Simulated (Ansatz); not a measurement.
`C[NH][Al]([OH])[SH]` + HCl → `[OH][Al]([SH])[Cl]` + CH₃NH₂  (ligand exchange at the Al–N bond)

Isolated molecules relaxed with PBE0-D4/def2-TZVP in Ansatz; ΔE leaves out vibrations. CCSD(T)/CBS adds triple-zeta CCSD(T) − MP2 to the extrapolated MP2 energy (def2 sets, frozen cores). This one scheme is used for every species. Functionals use def2-TZVPP. B3LYP here is the variant with VWN-RPA as its local correlation; programs differ in this. Each species was taken in one conformer, which may not be the lowest.

| level | ΔE (kcal/mol) |
| --- | --- |
| B3LYP-D4 | -18.1 |
| BLYP | -18.8 |
| LC-ωPBE | -19.0 |
| MP2/def2-SVP | -19.0 |
| CCSD/def2-SVP | -18.9 |
| MP2/def2-TZVPP | -18.2 |
| HF/CBS(def2) | -21.2 |
| MP2/CBS(def2) | -18.8 |

(1) What does CCSD(T)/CBS give? (Estimate.)

Largest T1 diagnostic among the species: 0.011.

Answers

(1) Ansatz gave: -18.4 kcal/mol. The listed levels differ from it by 0.3, -0.4, -0.6, -0.6, -0.5, 0.2, -2.8, -0.4 kcal/mol.

The D4 term adds +1.1 kcal/mol with B3LYP and +0.7 kcal/mol with PBE0; it sums over pairs of atoms, weighted by their polarisabilities, and B3LYP, whose exchange is more repulsive, gets the larger term. From BLYP to BHLYP (50 % exact exchange), in def2-TZVPP and without D4, ΔE moves by −1.0 kcal/mol. Leaving LDA and LC-ωPBE aside and taking each functional with its dispersion term where it has one, the values, not all of them listed here, spread over 2.4 kcal/mol, from B97M-V to BLYP-D4. LDA lies +2.3 kcal/mol from PBE without D4.
